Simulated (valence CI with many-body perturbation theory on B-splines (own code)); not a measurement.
# Ca XVI: electric-dipole lines

Computed by configuration interaction combined with many-body perturbation theory (CI+MBPT): three valence electrons over a frozen Dirac-Fock core [He], radial functions for each j: 11 s, 11 p, 10 d, 8 f, 5 g, 2 h, with the one-electron correlation potential Σ1 (screened to all orders), the two-electron term Σ2, the three-electron term Σ3, Breit, model QED; selected single and double excitations, second order for the rest, scaled by the run's own slope (own B-spline code, finite nucleus).

No measured levels were compared; by estimate levels of excited configurations hold to 0.05 to 0.15 % of their energy, terms of the ground configuration to about 0.5 %.

Lines 151 to 200 of 560 in falling wavelength, among levels below 60.036 Ry, chosen from the strongest by gf and those to the six lowest levels. Wavelengths and rates use the calculated energies, so an error of 500 cm⁻¹ moves a line at 19.06 nm by 0.095 % and its rate by three times that or more. Electric multipoles are in the length gauge, E1 and E2 with the static RPA response of the core. Weak lines are less certain than strong ones. Lines between different terms over intervals too small for the method are left out, as are lines whose strength nearly cancels. Where a level lies close to another of its J and parity, the split of strength between their lines is uncertain. The highest levels of a list are the least certain.

Names give the largest LS component (configuration and term), which can be under half, so a name can repeat, a term be missing and a line seem to break the LS rules; names also repeat where a configuration has a term twice. Letters in brackets count levels of one name in rising energy.

| λ vac (nm) | Upper | Lower | A (s⁻¹) | log gf | Branch % |
| --- | --- | --- | --- | --- | --- |
| 19.06 | 2s 2p 3d 2D°_3/2 [b] | 2s2 3d 2D_3/2 | 1.14e+10 | -0.60 | 0.2 |
| 19.05 | 2s 2p 4p 2S_1/2 [b] | 2s2 4p 2P°_3/2 | 1.88e+10 | -0.69 | 3.1 |
| 19.02 | 2s 2p 3d 2D°_5/2 [b] | 2s2 3d 2D_5/2 | 1.21e+10 | -0.40 | 0.2 |
| 18.95 | 2s 2p 3p 2P_3/2 [b] | 2s2 3p 2P°_3/2 | 1.18e+10 | -0.60 | 1.5 |
| 18.89 | 2s 2p 3p 2D_3/2 [b] | 2s2 3p 2P°_1/2 | 9.64e+09 | -0.69 | 1.9 |
| 18.83 | 2s 2p 3s 2P°_3/2 [b] | 2s2 3s 2S_1/2 | 6.56e+09 | -0.86 | 0.2 |
| 18.72 | 2p3 4S°_3/2 | 2s 2p2 4P_5/2 | 1.28e+10 | -0.57 | 46.7 |
| 18.32 | 2s 2p 3d 2P°_1/2 [b] | 2s2 3d 2D_3/2 | 1.58e+10 | -0.80 | 0.3 |
| 18.31 | 2s 2p 3d 2P°_3/2 [b] | 2s2 3d 2D_5/2 | 1.45e+10 | -0.54 | 0.3 |
| 18.10 | 2p3 4S°_3/2 | 2s 2p2 4P_3/2 | 9.42e+09 | -0.73 | 34.4 |
| 17.64 | 2p3 4S°_3/2 | 2s 2p2 4P_1/2 | 5.17e+09 | -1.02 | 18.9 |
| 17.44 | 2p3 2P°_1/2 | 2s 2p2 2D_3/2 | 1.46e+10 | -0.88 | 59.6 |
| 17.23 | 2p3 2P°_3/2 | 2s 2p2 2D_5/2 | 9.53e+09 | -0.77 | 39.8 |
| 17.15 | 2p3 2P°_3/2 | 2s 2p2 2D_3/2 | 2.33e+09 | -1.39 | 9.8 |
| 16.88 | 2s 2p2 2S_1/2 | 2s2 2p 2P°_1/2 | 1.92e+10 | -0.79 | 95.9 |
| 16.73 | 2s 2p2 2P_1/2 | 2s2 2p 2P°_3/2 | 1.96e+10 | -0.78 | 78.1 |
| 16.41 | 2s 2p2 2P_3/2 | 2s2 2p 2P°_3/2 | 2.56e+10 | -0.38 | 85.1 |
| 15.77 | 2s 2p2 2P_1/2 | 2s2 2p 2P°_1/2 | 5.49e+09 | -1.39 | 21.9 |
| 15.48 | 2s 2p2 2P_3/2 | 2s2 2p 2P°_1/2 | 4.48e+09 | -1.19 | 14.9 |
| 7.617 | 2s 2p 4p 2D_5/2 [a] | 2s 2p 3d 2F°_7/2 [a] | 2.89e+10 | -0.82 | 2.4 |
| 7.521 | 2s 2p 4f 4G_5/2 [a] | 2s 2p 3d 2P°_3/2 [a] | 2.66e+10 | -0.87 | 2.8 |
| 7.464 | 2s 2p 4f 4F_9/2 [a] | 2s 2p 3d 2F°_7/2 [a] | 5.48e+10 | -0.34 | 5.8 |
| 7.438 | 2s 2p 4f 4G_5/2 [b] | 2s 2p 3d 2P°_3/2 [a] | 1.68e+11 | -0.08 | 17.7 |
| 7.396 | 2s 2p 4f 4F_7/2 [a] | 2s 2p 3d 2F°_5/2 [a] | 9.18e+10 | -0.22 | 9.7 |
| 7.361 | 2s 2p 4f 4D_3/2 | 2s 2p 3d 2P°_1/2 [a] | 4.62e+10 | -0.82 | 4.8 |
| 7.343 | 2s 2p 4f 4F_5/2 [a] | 2s 2p 3d 2F°_5/2 [a] | 3.49e+10 | -0.77 | 3.6 |
| 7.342 | 2s 2p 4f 2F_7/2 [a] | 2s 2p 3d 2F°_5/2 [a] | 8.57e+10 | -0.26 | 9.0 |
| 7.335 | 2s 2p 4f 2D_3/2 | 2s 2p 3d 2P°_1/2 [a] | 5.50e+11 | 0.25 | 59.1 |
| 7.321 | 2s 2p 4f 4F_9/2 [b] | 2s 2p 3d 2F°_7/2 [a] | 1.78e+10 | -0.84 | 1.8 |
| 7.319 | 2s 2p 4f 2G_7/2 | 2s 2p 3d 2F°_5/2 [a] | 2.89e+11 | 0.27 | 31.2 |
| 7.318 | 2s 2p 4f 4F_7/2 [b] | 2s 2p 3d 2F°_7/2 [a] | 2.11e+10 | -0.87 | 2.2 |
| 7.307 | 2s 2p 4f 4F_5/2 [b] | 2s 2p 3d 2P°_3/2 [a] | 1.15e+11 | -0.26 | 12.0 |
| 7.306 | 2s 2p 4f 2F_7/2 [b] | 2s 2p 3d 2F°_7/2 [a] | 9.39e+10 | -0.22 | 9.9 |
| 7.292 | 2s 2p 4f 2G_9/2 | 2s 2p 3d 2F°_7/2 [a] | 7.85e+11 | 0.80 | 88.9 |
| 7.291 | 2s 2p 4p 2D_5/2 [b] | 2s 2p 3d 2F°_7/2 [b] | 3.00e+10 | -0.84 | 5.5 |
| 7.286 | 2s 2p 4f 2D_5/2 | 2s 2p 3d 2P°_3/2 [a] | 3.95e+11 | 0.28 | 41.6 |
| 7.266 | 2s 2p 4f 2D_3/2 | 2s 2p 3d 2P°_3/2 [a] | 1.49e+11 | -0.33 | 16.0 |
| 7.203 | 2s 2p 4f 4F_7/2 [b] | 2s 2p 3d 2F°_5/2 [a] | 7.14e+10 | -0.35 | 7.4 |
| 7.202 | 2s 2p 4p 4D_7/2 | 2s 2p 3d 4F°_9/2 | 2.49e+10 | -0.81 | 10.6 |
| 7.191 | 2s 2p 4f 2F_7/2 [b] | 2s 2p 3d 2F°_5/2 [a] | 2.70e+11 | 0.22 | 28.5 |
| 7.173 | 2s 2p 4f 2D_5/2 | 2s 2p 3d 2F°_5/2 [a] | 5.90e+10 | -0.56 | 6.2 |
| 7.147 | 2s 2p 4s 2P°_3/2 [a] | 2s 2p 3p 2D_5/2 [a] | 8.60e+10 | -0.58 | 15.6 |
| 7.122 | 2s 2p 4s 4P°_5/2 | 2s 2p 3p 4P_5/2 | 6.59e+10 | -0.52 | 12.6 |
| 7.121 | 2s 2p 4f 2G_7/2 | 2s 2p 3d 4P°_5/2 [b] | 9.93e+10 | -0.22 | 10.7 |
| 7.107 | 2s 2p 4f 4G_5/2 [a] | 2s 2p 3d 2D°_3/2 [a] | 1.16e+11 | -0.28 | 12.0 |
| 7.093 | 2s 2p 4f 4F_9/2 [a] | 2s 2p 3d 4D°_7/2 | 1.97e+11 | 0.17 | 20.7 |
| 7.087 | 2s 2p 4s 4P°_5/2 | 2s 2p 3p 4P_3/2 | 3.79e+10 | -0.77 | 7.3 |
| 7.078 | 2s 2p 4f 2F_7/2 [a] | 2s 2p 3d 2D°_5/2 [a] | 2.00e+11 | 0.08 | 20.9 |
| 7.058 | 2s 2p 4f 2G_7/2 | 2s 2p 3d 2D°_5/2 [a] | 1.80e+11 | 0.03 | 19.4 |
| 7.054 | 2s 2p 4f 4F_5/2 [a] | 2s 2p 3d 2D°_3/2 [a] | 8.39e+10 | -0.43 | 8.7 |
